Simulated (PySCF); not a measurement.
Compound: C₅H₁₀N₂OSi.
SMILES with atom numbers: `[CH3:1][NH:2][Si@@H:3]([NH2:4])[c:5]1[cH:6][cH:7][cH:8][o:9]1`

Geometry (PBE0-D3(BJ)/def2-SVP, Å), atoms numbered from 1 in this order:
```xyz
19
C5H10N2OSi angstrom
C     -2.8068   -1.4060    0.0682
N     -1.5880   -0.7530    0.4725
Si    -0.8142    0.5795   -0.3018
N     -0.9693    2.1422    0.4123
C      1.0216    0.2476   -0.2086
C      1.7364   -0.9188   -0.1082
C      3.1180   -0.5628   -0.0775
C      3.1471    0.7986   -0.1612
O      1.9010    1.2933   -0.2418
H     -2.7200   -2.5069    0.1015
H     -3.6852   -1.1263    0.6811
H     -3.0431   -1.1385   -0.9734
H     -1.2946   -0.9757    1.4181
H     -1.3765    0.5347   -1.6893
H     -1.7715    2.7408    0.2615
H     -0.1277    2.6739    0.6031
H      1.3048   -1.9165   -0.0592
H      3.9773   -1.2258   -0.0022
H      3.9569    1.5246   -0.1744
```

NICS = −σ at a ghost point: NICS(0) at the centroid of the ring atoms, NICS(1) 1 Å to either side along the normal of their mean plane, zz for the tensor component along that normal. Level: GIAO CAM-B3LYP/pcSseg-1 (PySCF, non-relativistic, gas phase) on the PBE0-D3(BJ)/def2-SVP geometry, one conformer.

Ring bond lengths (Å): C5–C6 1.372, C6–C7 1.427, C7–C8 1.364, C8–O9 1.343, O9–C5 1.367.

What do the NICS probes read (ppm)?

```tsv
ring	type	NICS(0)	NICS(1), two faces	NICS(1)zz, two faces	rms pucker (Å)	centre to ring atoms, mean (Å)
C5–C6–C7–C8–O9	5-membered ring with O; formal bonds all aromatic	-11.4	-10.8 / -10.6	-27.0 / -27.1	0.00	1.17
```

What can be read from them?

- C5–C6–C7–C8–O9: mean NICS(1)zz -27.0 ppm, shielded, aromatic by this magnetic criterion (flat ring, no four-coordinate atom).

And the bond-length index? Use HOMA with the parameters of Krygowski (1993).

- C5–C6–C7–C8–O9: HOMA 0.36; the largest term is that of O9–C5, α(R − Ropt)² = 1.63.

What field does 1 T along the ring normal induce along that normal at the second NICS(1) probe listed for ring C5–C6–C7–C8–O9, 1 Å off the ring?

NICSzz × B0 = -27.1 ppm × 1 T = -27 μT, against the applied field.

How shielded are the nuclei of the rings and their hydrogens (means over atoms taken as equivalent)?

```csv
atoms,environment,σ isotropic (ppm),"principal values of the symmetric part, first atom (ppm)"
C5,substituted aromatic carbon,18.0,"-64.0, 15.9, 102.2"
C6,aromatic CH carbon,49.1,"-59.2, 51.1, 155.3"
C7,aromatic CH carbon,63.8,"-28.6, 62.4, 157.7"
C8,aromatic CH next to a ring oxygen,27.4,"-55.9, 34.8, 103.1"
O9,furan-type oxygen,18.3,"-123.9, -81.3, 260.2"
H17,aromatic hydrogen,24.29,"21.6, 23.2, 28.1"
H18,aromatic hydrogen,24.83,"22.8, 25.6, 26.1"
H19,aromatic hydrogen,23.83,"20.8, 24.7, 26.0"
```

How do the values depend on the level or the medium?

```
                  level  NICS(0), C5–C6–C7–C8–O9  mean NICS(1)zz, C5–C6–C7–C8–O9
CAM-B3LYP/pcSseg-1, gas                    -11.4                           -27.0
     PBE0/pcSseg-1, gas                    -11.9                           -27.5
```

The geometry is the same throughout.

Hardware: Arm Neoverse N1, one thread, no GPU, shared host. Cost: 83 s of wall time, 1.1 GiB resident at most. This is the whole shielding run at CAM-B3LYP/pcSseg-1, SCF included.
